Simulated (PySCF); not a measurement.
A PySCF script (with the pyscf-properties extension) for the NMR shieldings of SMILES C[C@@H]1[C@@H](C(C)(C)C)P1C, C$_{8}$H$_{17}$P, on a GFN2-xTB geometry:

```python
import basis_set_exchange as bse
import numpy as np
from pyscf import gto, dft
from pyscf.prop import nmr

atoms = """
C     1.977301   -1.767903    0.420544
C     1.024086   -0.672909    0.828118
C     0.185559    0.033096   -0.201131
C    -1.316857    0.226271   -0.053893
C    -2.015777   -1.086870   -0.425255
C    -1.704332    0.628884    1.368623
C    -1.748339    1.332660   -1.020880
P     1.396822    1.142932    0.667169
C     2.808329    1.145744   -0.550833
H     2.451937   -1.553044   -0.533106
H     2.754184   -1.901805    1.172050
H     1.433495   -2.707980    0.323538
H     0.517857   -0.896502    1.762739
H     0.460737   -0.197186   -1.229093
H    -1.796414   -1.362576   -1.454671
H    -3.093650   -0.983853   -0.320872
H    -1.681340   -1.892339    0.224847
H    -2.756364    0.903305    1.406026
H    -1.545446   -0.188659    2.067709
H    -1.110852    1.483489    1.690607
H    -2.823147    1.491331   -0.971231
H    -1.488012    1.072218   -2.044992
H    -1.245856    2.263161   -0.763877
H     3.036197    2.185553   -0.782481
H     3.689092    0.699641   -0.090766
H     2.569747    0.625955   -1.475616
"""
names = dict.fromkeys(["C", "P", "H"], "pcSseg-1")
basis = {el: gto.basis.parse(bse.get_basis(n, elements=[el], fmt="nwchem")) for el, n in names.items()}
mol = gto.M(atom=atoms, basis=basis, charge=0, verbose=0)
mf = dft.RKS(mol, xc="PBE0")
mf.grids.level = 2
mf.grids.alignment = dft.numint.BLKSIZE   # the property module wants whole blocks of grid points
mf.conv_tol = 1e-9
mf.kernel()

calc = nmr.RKS(mf)   # GIAO
C = mf.mo_coeff
Co = C[:, mf.mo_occ > 0]
resp = mf.gen_response(singlet=True, hermi=2)
def vind(x):   # induced exchange potential for any number of trial vectors
    d = np.einsum("pi,xij,qj->xpq", C, 2 * x.reshape(-1, C.shape[1], Co.shape[1]), Co, optimize=True)
    return np.einsum("xpq,pi,qj->xij", resp(d - d.transpose(0, 2, 1)), C, Co, optimize=True).ravel()
mo1, _ = nmr.rhf.solve_mo1(calc, with_cphf=vind)
sigma = calc.kernel(mo1)
for i, s in enumerate(sigma):   # ppm
    w = np.linalg.eigvalsh((s + s.T) / 2)
    print("%2d %-2s iso %8.1f  s11 %8.1f  s22 %8.1f  s33 %8.1f" % (i, mol.atom_pure_symbol(i), w.mean(), *w))
```

Problem. Give the expected output.

Solution. 
```
 0 C  iso    169.5  s11    154.2  s22    164.5  s33    189.6
 1 C  iso    165.9  s11    139.6  s22    164.1  s33    194.2
 2 C  iso    130.9  s11     87.7  s22    124.8  s33    180.1
 3 C  iso    153.4  s11    148.8  s22    150.7  s33    160.7
 4 C  iso    154.8  s11    138.2  s22    140.2  s33    186.1
 5 C  iso    160.6  s11    146.4  s22    149.2  s33    186.1
 6 C  iso    153.0  s11    133.0  s22    140.0  s33    186.0
 7 P  iso    552.4  s11    339.8  s22    425.8  s33    891.6
 8 C  iso    177.4  s11    161.2  s22    175.2  s33    195.7
 9 H  iso     31.0  s11     25.8  s22     30.4  s33     36.8
10 H  iso     30.1  s11     24.8  s22     26.8  s33     38.6
11 H  iso     29.8  s11     23.9  s22     28.1  s33     37.3
12 H  iso     30.6  s11     23.7  s22     29.9  s33     38.2
13 H  iso     31.0  s11     25.1  s22     32.2  s33     35.8
14 H  iso     30.7  s11     27.3  s22     27.9  s33     36.7
15 H  iso     30.7  s11     26.4  s22     27.8  s33     37.8
16 H  iso     30.7  s11     26.0  s22     29.8  s33     36.2
17 H  iso     31.2  s11     26.9  s22     28.4  s33     38.3
18 H  iso     31.4  s11     26.5  s22     30.3  s33     37.3
19 H  iso     31.1  s11     24.9  s22     32.3  s33     35.9
20 H  iso     30.8  s11     26.6  s22     27.8  s33     37.9
21 H  iso     30.6  s11     27.0  s22     28.2  s33     36.5
22 H  iso     30.3  s11     25.6  s22     29.5  s33     35.6
23 H  iso     30.8  s11     25.6  s22     27.7  s33     39.1
24 H  iso     30.9  s11     25.4  s22     28.5  s33     38.7
25 H  iso     31.4  s11     25.4  s22     30.5  s33     38.2
```

These numbers come from an equivalent density-fitted implementation of the same equations, which agrees with the script to about 0.01 ppm for H and up to a few tenths of a ppm for heavy atoms, so last digits may differ.

Size and cost of the density-fitted run: 245 basis functions, 52 s wall time on 1 thread of an Arm Neoverse V2, shared host; peak memory 1.1 GiB.
